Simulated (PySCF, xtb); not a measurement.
GaHBr2, SMILES [GaH]([Br])[Br].

Harmonic wavenumbers (cm⁻¹) from xtb with GFN2-xTB at its own minimum, in rising order: 75, 257, 313, 328, 505, 1684.

Question: What does PBE-D3(BJ)/def2-SVP run with PySCF 2.14.0 give at its own minimum? (Estimate from the structure and the level; the computed values follow.)

Answer: 89, 275, 328, 402, 573, 1968. Paired by order, the mean absolute difference is 79 cm⁻¹ and the zero-point energies are 4.5 and 5.2 kcal/mol.
